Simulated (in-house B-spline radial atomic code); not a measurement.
Successive ionisation energies of europium; each step leads to the configuration of the next row (after the last: bare). Dirac energy differences include first-order Breit, QED and recoil terms. NIST's values go from ground level to ground level; the uncertainty of those that are theory runs from under 0.1 % in few-electron ions to several per cent in heavy many-electron ones. Computed with a radial B-spline atomic code at the basis-set limit: Dirac-Hartree-Fock, average of the configuration, finite nuclei.

```csv
ion,configuration,ionisation energy (eV),tabulated value (eV),tabulated kind,computed minus tabulated (eV),highest orbital,largest mean radius (bohr)
Eu58+,[He] 2s2 2p1,12574.1,13050,tabulated theory,-476,2p3/2,0.090432
Eu59+,[He] 2s2,?,?,tabulated theory,?,?,?
Eu60+,[He] 2s1,13738.2,13738.58,tabulated theory,0,2s1/2,0.089539
Eu61+,1s2,?,?,tabulated theory,?,?,?
Eu62+,1s1,57120.4,57120.64,tabulated theory,0,1s1/2,0.022037
```

(1) Fill in the row of Eu59+.

(2) Fill in the row of Eu61+.

(3) Where is the largest jump?

Where a p, d or f electron is removed, the computed value is a mean over both j, so it misses the tabulated one by a part of the spin-orbit splitting; averaging over terms and missing correlation add to the gap, relatively most at low charge.

Answers

(1) ionisation energy (eV): 13462.5; tabulated value (eV): 13462; computed minus tabulated (eV): 0; highest orbital: 2s1/2; largest mean radius (bohr): 0.089978.

(2) ionisation energy (eV): 55862.3; tabulated value (eV): 55865.93; computed minus tabulated (eV): -4; highest orbital: 1s1/2; largest mean radius (bohr): 0.022183.

(3) From Eu60+ to Eu61+, by a factor of 4.07 (13738 to 55862 eV); the highest orbital goes from 2s1/2 to 1s1/2.
